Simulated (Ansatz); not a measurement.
Cost and result for the atomization energy of CH$_{6}$GeO$_{2}$Si (`[OH][GeH]1[CH2]O[SiH2]1`) (11 atoms, 11 bonds).

```xyz
11

O    -1.4079    1.6259   -0.9486
Ge   -0.2167    0.9267    0.1830
C    -0.6721   -0.9481    0.7348
O     0.5134   -1.6207    0.2813
Si    1.4442   -0.5739   -0.6284
H    -1.6341    2.5305   -0.7244
H     0.0173    1.9561    1.3124
H    -1.5552   -1.3272    0.2128
H    -0.7965   -1.1071    1.8085
H     2.8542   -0.5503   -0.1531
H     1.4533   -0.9117   -2.0784
```

Charge 0, multiplicity 1. Correlated methods include outer-core shells of Ge, which these sets cover unevenly. Scalar relativity is left out up to krypton. Geometry: relaxed with PBE0-D4/def2-TZVP. It is one conformer, not always the lowest. Program: Ansatz. All runs use 4 threads of an Arm Neoverse V1 on a shared host. Times are those of one run each, without the atoms' runs, and a repeat can differ threefold. Electronic energies, without spin–orbit coupling; frozen cores. CCSD(T)/CBS adds CCSD(T) − MP2 in def2-TZVPP to the MP2 limit, and its time is that of the two runs behind it. T1 = 0.013. With those shells the extrapolation isn't a true limit. B3LYP takes the VWN-RPA correlation (the form of Gaussian; ORCA's B3LYP/G).

CCSD(T)/CBS is a level of theory with its own doubt, some kJ/mol a heavy atom from the limit and from the frozen cores, so smaller differences don't rank the functionals.

```csv
level,functions,wall time,atomization (kJ/mol),difference from CCSD(T)/CBS,per bond
PBE-D4/def2-TZVPP (with forces),267,3.7 s,3858.5,34.0,3.1
PBE0-D4/def2-TZVPP,267,5.5 s,3778.8,-45.7,-4.2
r2SCAN-D4/def2-TZVPP (with forces),267,7.5 s,3816.2,-8.3,-0.8
B3LYP-D4/def2-TZVPP (with forces),267,8 s,3781.9,-42.6,-3.9
B2PLYP/def2-TZVPP,267,9 s,3752.2,-72.3,-6.6
ωB97X-V/def2-TZVPP,267,13 s,3829.9,5.4,0.5
ωB97M-V/def2-TZVPP (with forces),267,19 s,3803.8,-20.7,-1.9
MP2/def2-QZVPP,510,37 s,3846.5,22.0,2.0
CCSD(T)/def2-TZVPP,267,6.6 min,3718.2,-106.3,-9.7
CCSD(T)/CBS(def2),–,7.2 min,3824.5,0.0,0.0
```

The D4 term adds +40.0 kJ/mol with B3LYP and +20.9 kJ/mol with PBE0; it sums over pairs of atoms, weighted by their polarisabilities, and B3LYP, whose exchange is more repulsive, gets the larger term. In def2-TZVPP, CCSD(T) changes the Hartree–Fock value by +1066.1 kJ/mol (the triples alone add +64.5 kJ/mol) and MP2 by +1131.5 kJ/mol; breaking electron pairs costs correlation energy, which Hartree–Fock lacks. From PBE to PBE0 (25 % exact exchange), in def2-TZVPP and without D4, the atomization energy moves by −75.9 kJ/mol: exact exchange takes away binding that semilocal exchange gives to molecules.
